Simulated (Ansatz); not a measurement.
A geometry relaxed with PBE0-D3(BJ)/def2-TZVP run with Ansatz (a quantum-chemistry and plane-wave program), charge 0, multiplicity 2:

```xyz
4

C     -0.0225     0.0029     0.0001
H     -0.7087    -0.8551    -0.0015
H     -0.4731     1.0047     0.0101
N      1.2043    -0.1525    -0.0087
```

Question: Write the SMILES of this molecule.

Answer: `C=[N]`
